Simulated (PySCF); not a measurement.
# MFOH across the fourth-period p block

Level: PBE0, basis family def2-TZVP, no relativity.

Each entry is the lowest minimum that a search over a few typed start shapes (and spin states, where more than one is plausible) found, or that minimum re-optimised at the stated level; isomers with ligand–ligand bonds, or fragments after loss of a ligand pair, can lie lower. Open shells are unrestricted; no spin–orbit coupling; PySCF with density fitting.

```json
{"molecule": "GaF(OH)", "2S+1": "2", "point group": "Cs", "mean bond to the central atom (Å)": "1.777", "highest ω (cm⁻¹)": "3886", "atomisation (kJ/mol)": "1218", "dipole (D)": "3.39", "polar-tensor charge of the central atom": "1.01"}
{"molecule": "GeF(OH)", "2S+1": "?", "point group": "?", "mean bond to the central atom (Å)": "?", "highest ω (cm⁻¹)": "?", "atomisation (kJ/mol)": "?", "dipole (D)": "?", "polar-tensor charge of the central atom": "?"}
{"molecule": "AsF(OH)", "2S+1": "2", "point group": "C1", "mean bond to the central atom (Å)": "1.758", "highest ω (cm⁻¹)": "3841", "atomisation (kJ/mol)": "1198", "dipole (D)": "1.09", "polar-tensor charge of the central atom": "1.04"}
```

(1) Fill in the row of GeF(OH).

Answers

(1) 2S+1: 1; point group: Cs; mean bond to the central atom (Å): 1.769; highest ω (cm⁻¹): 3843; atomisation (kJ/mol): 1398; dipole (D): 0.59; polar-tensor charge of the central atom: 1.14.

Left out of the table are members whose search was unfinished or whose lowest solution was spin-contaminated, unstable, very soft or bonded differently.
